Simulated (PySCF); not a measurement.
How methods differ on the excitation energy of Cr

Cr [Ar] 3d5 4s1 (7S) → Cr [Ar] 3d4 4s1 5s1 (7D), as a difference of total energies. Computed with PySCF 2.14 in aug-cc-pVTZ with one added diffuse shell each of s, p, d, f, g type (9s8p6d4f3g, 118 functions), with no relativity, point nucleus. Correlated levels: valence: [Ar] frozen. The calculations carry no spin-orbit coupling.

```json
{"method": "UHF", "excitation energy (eV)": "4.612"}
{"method": "LDA", "excitation energy (eV)": "6.870"}
{"method": "PBE", "excitation energy (eV)": "6.508"}
{"method": "PBE0", "excitation energy (eV)": "6.153"}
{"method": "r2SCAN", "excitation energy (eV)": "6.443"}
{"method": "TPSS", "excitation energy (eV)": "6.381"}
{"method": "wB97X", "excitation energy (eV)": "5.959"}
{"method": "TPSSh", "excitation energy (eV)": "6.247"}
{"method": "MP2 (valence)", "excitation energy (eV)": "5.646"}
{"method": "SCS-MP2 (valence)", "excitation energy (eV)": "4.956"}
```

Problem. How much does correlation contribute at MP2 (valence)?

Solution. 5.646 − (4.612) = 1.034 eV, measured against UHF.

A first-order spin-orbit estimate (lowest level to lowest level, LS coupling) adds -0.046 eV.

The promoted electron is Rydberg-like, and one or two diffuse shells describe it only roughly, which tends to raise the upper state.
